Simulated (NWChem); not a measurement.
System: MgH4O2Cl2; SMILES [OH2]->[Mg](<-[OH2])([Cl])[Cl]

NWChem input:

```
start job
memory heap 200 mb stack 900 mb global 1100 mb
geometry units angstroms noautosym nocenter noautoz
  Mg    -0.031641     0.233974     0.005963
  Cl     1.495279     1.873056     0.312944
  Cl    -0.577403    -1.930067     0.361464
  O     -0.167478     0.293062    -2.055413
  H     -0.244055    -0.555625    -2.510511
  H      0.502652     0.819100    -2.511161
  O     -1.676420     1.149375     0.860103
  H     -2.259138     0.587390     1.387306
  H     -1.502221     1.956325     1.362116
end
basis spherical
  Mg library def2-svp
  Cl library def2-svp
  O library def2-svp
  H library def2-svp
end
dft
  xc hfexch
  iterations 150
end
property
  efieldgrad
end
task dft property
```

The geometry was optimised at PBE0/def2-SVP.

Vzz is the largest principal value of the second derivative of the potential at the nucleus (NWChem prints the opposite sign); η is the asymmetry. Non-relativistic.

Atoms are numbered as in the input.

### Question
Give the results of this calculation. (Hartree-Fock/def2-SVP.) Quantities: Vzz Mg1 (a.u.); η Mg1; Vzz Cl3 (a.u.); η Cl3; Vzz O7 (a.u.); η O7.

### Answer
```yaml
Vzz Mg1 (a.u.): -0.363
"η Mg1": 0.34
Vzz Cl3 (a.u.): 0.533
"η Cl3": 0.08
Vzz O7 (a.u.): -1.733
"η O7": 0.75
```
